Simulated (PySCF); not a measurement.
## Polarisability and C₆ of Sn²⁺ (tin, charge +2)

[Kr] 4d10 5s2, closed-shell 1S. All numbers are calculated (PySCF 2.14, a scalar-relativistic core potential, in aug-cc-pwCVTZ-PP with ECP28MDF (8s7p6d4f1g, 96 functions)). Coupled (time-dependent) response in atomic units; α is the mean over directions.

```json
{"method": "UHF", "mean α (bohr³)": "17.85", "C₆ (like pair)": "102.4", "S(−4)": "138.5"}
{"method": "PBE", "mean α (bohr³)": "14.65", "C₆ (like pair)": "81.94", "S(−4)": "85.87"}
{"method": "PBE0", "mean α (bohr³)": "15.38", "C₆ (like pair)": "86.40", "S(−4)": "96.92"}
{"method": "B3LYP", "mean α (bohr³)": "14.82", "C₆ (like pair)": "82.66", "S(−4)": "88.94"}
{"method": "wB97X", "mean α (bohr³)": "15.46", "C₆ (like pair)": "86.60", "S(−4)": "99.37"}
```

S(−4) is the Cauchy moment in α(ω) = α(0) + S(−4) ω² + …

α(iu) at wB97X:

```csv
u (hartree),α(iu) (bohr³)
0,15.46
0.0500,15.22
0.100,14.54
0.200,12.42
0.300,10.18
0.500,6.905
0.750,4.733
1.00,3.574
1.50,2.374
2.00,1.742
3.00,1.068
5.00,0.5139
```

For an ion, C₆ is the dispersion term alone; charge-induced terms of lower order in 1/R come first.

Energies and moments cover only the electrons outside the core potential.
